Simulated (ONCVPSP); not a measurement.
**Reading a pseudo-wave (Ni)**

Columns: radius, all-electron u(r) and pseudo u(r) of the 3p shell (level -80.38 eV) of nickel in the configuration [Ne] 3s2 3p6 3d8 4s1; PBEsol, scalar-relativistic, ONCV scheme, ONCVPSP 4.0.1.

```json
{"r (bohr)": "0.065", "all-electron": "-0.4194", "pseudo": "0.0349"}
{"r (bohr)": "0.130", "all-electron": "-0.6414", "pseudo": "0.1343"}
{"r (bohr)": "0.195", "all-electron": "-0.4578", "pseudo": "0.2852"}
{"r (bohr)": "0.260", "all-electron": "-0.0744", "pseudo": "0.4683"}
{"r (bohr)": "0.325", "all-electron": "0.3371", "pseudo": "0.6614"}
{"r (bohr)": "0.390", "all-electron": "0.6878", "pseudo": "0.8432"}
{"r (bohr)": "0.455", "all-electron": "0.9464", "pseudo": "0.9963"}
{"r (bohr)": "0.520", "all-electron": "1.1120", "pseudo": "1.1091"}
{"r (bohr)": "0.585", "all-electron": "1.1973", "pseudo": "1.1764"}
{"r (bohr)": "0.650", "all-electron": "1.2205", "pseudo": "1.1994"}
{"r (bohr)": "0.715", "all-electron": "1.1988", "pseudo": "1.1839"}
{"r (bohr)": "0.780", "all-electron": "1.1468", "pseudo": "1.1383"}
{"r (bohr)": "0.845", "all-electron": "1.0760", "pseudo": "1.0720"}
{"r (bohr)": "0.910", "all-electron": "0.9948", "pseudo": "0.9932"}
{"r (bohr)": "0.975", "all-electron": "0.9094", "pseudo": "0.9088"}
{"r (bohr)": "1.040", "all-electron": "0.8240", "pseudo": "0.8237"}
{"r (bohr)": "1.105", "all-electron": "0.7412", "pseudo": "0.7411"}
{"r (bohr)": "1.170", "all-electron": "0.6629", "pseudo": "0.6628"}
{"r (bohr)": "1.235", "all-electron": "0.5901", "pseudo": "0.5900"}
{"r (bohr)": "1.300", "all-electron": "0.5232", "pseudo": "0.5231"}
{"r (bohr)": "1.365", "all-electron": "0.4624", "pseudo": "0.4623"}
{"r (bohr)": "1.430", "all-electron": "0.4075", "pseudo": "0.4074"}
{"r (bohr)": "1.495", "all-electron": "0.3582", "pseudo": "0.3582"}
{"r (bohr)": "1.560", "all-electron": "0.3143", "pseudo": "0.3143"}
{"r (bohr)": "1.625", "all-electron": "0.2753", "pseudo": "0.2752"}
{"r (bohr)": "1.690", "all-electron": "0.2407", "pseudo": "0.2407"}
```

Problem. How many radial nodes do the two functions have?

Solution. The all-electron 3p function has n − l − 1 = 1; the pseudo-wave has 0, since the states of the same l below it are removed with the core.

Problem. At about which radius was the pseudo-wave matched?

Solution. 1.15 bohr. The columns agree to 0.0005 from 1.04 bohr on; several derivatives are matched, so the curves merge somewhat inside the radius.

Problem. Where does each function peak?

Solution. Outermost all-electron maximum near 0.65 bohr, pseudo maximum near 0.65 bohr (to the table’s step).

Problem. Is the pseudo-wave norm-conserving?

Solution. Yes: the ONCV scheme keeps the norm inside the radius equal to the all-electron one, which fixes the energy derivative of the logarithmic derivative at the level.
